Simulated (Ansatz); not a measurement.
`C=C[Si@@H](N)O[Si@H](N)Cl` + `CN[SiH](N)F` → `N[Si@H](F)N[Si@@H](N)Cl` + `C=C[SiH](N)OC`  (redistribution)

Computed with Ansatz on PBE0-D4/def2-TZVP structures; ΔE is electronic, products minus reactants. CCSD(T)/CBS is the MP2 limit (def2-TZVPP, def2-QZVPP) plus CCSD(T) − MP2 in def2-TZVPP, frozen cores. DFT in def2-TZVPP. Each species was taken in one conformer, which may not be the lowest.

`C=C[Si@@H](N)O[Si@H](N)Cl`:

```xyz
17

C     1.902    1.094    1.670
C     2.186    0.829    0.397
Si    0.906    0.337   -0.845
N     1.361   -1.151   -1.538
O    -0.527    0.326   -0.019
Si   -2.114    0.109   -0.215
N    -2.698   -0.816    1.079
Cl   -2.382   -0.777   -2.077
H     0.883    1.037    2.043
H     2.666    1.378    2.388
H     3.223    0.903    0.072
H     0.759    1.303   -1.961
H     1.730   -1.896   -0.971
H     0.883   -1.505   -2.351
H    -2.874    1.372   -0.276
H    -3.691   -0.895    1.231
H    -2.212   -1.649    1.372
```

`CN[SiH](N)F`:

Cartesian coordinates in Å:
```
C -1.541 -1.167 -0.056
N -0.573 -0.172 -0.462
Si 0.894 0.159 0.314
N 1.379 1.727 -0.126
F 2.146 -0.753 -0.108
H -2.563 -0.778 -0.117
H -1.362 -1.446 0.985
H -1.488 -2.083 -0.655
H -0.697 0.166 -1.404
H 0.681 -0.158 1.747
H 2.351 1.985 -0.117
H 0.773 2.520 0.000
```

`N[Si@H](F)N[Si@@H](N)Cl`:

Z-matrix (Å, degrees):
```
Si
F 1 1.601
N 1 1.712 2 112.7
N 1 1.702 2 104.7 3 -116.9
H 1 1.477 2 105.0 3 117.7
Si 3 1.710 1 128.8 2 91.7
H 3 1.011 1 115.3 2 -86.9
H 4 1.007 1 120.0 2 -37.4
H 4 1.007 1 120.5 2 176.4
N 6 1.696 3 108.4 1 -36.7
Cl 6 2.064 3 114.1 1 79.7
H 6 1.481 3 106.7 1 -165.1
H 10 1.005 6 122.2 3 151.5
H 10 1.006 6 121.8 3 -49.1
```

`C=C[SiH](N)OC`:

```xyz
15

C     2.508    0.231    1.144
C     1.725    0.558    0.120
Si   -0.116    0.378    0.169
N    -0.564   -0.764    1.356
O    -0.513    0.005   -1.386
C    -1.842   -0.161   -1.809
H     3.589    0.342    1.109
H     2.093   -0.165    2.067
H     2.189    0.952   -0.783
H    -0.851    1.617    0.551
H    -1.411   -0.671    1.890
H    -0.199   -1.701    1.379
H    -2.309   -1.032   -1.334
H    -1.847   -0.313   -2.890
H    -2.452    0.723   -1.582
```

```
             level  ΔE (kcal/mol)
            PBE-D4           16.2
           ωB97X-V           16.9
     HF/def2-TZVPP           18.3
SCS-MP2/def2-QZVPP           17.8
```

Task: What does CCSD(T)/CBS give? (Best estimate.)

Result: The calculation gave: +17.5 kcal/mol. The listed levels differ from it by -1.3, -0.6, 0.8, 0.3 kcal/mol.

Largest T1 diagnostic among the species: 0.011.

In def2-TZVPP, CCSD(T) changes the Hartree–Fock value by −1.2 kcal/mol (the triples alone add −0.3 kcal/mol) and MP2 by −0.8 kcal/mol.
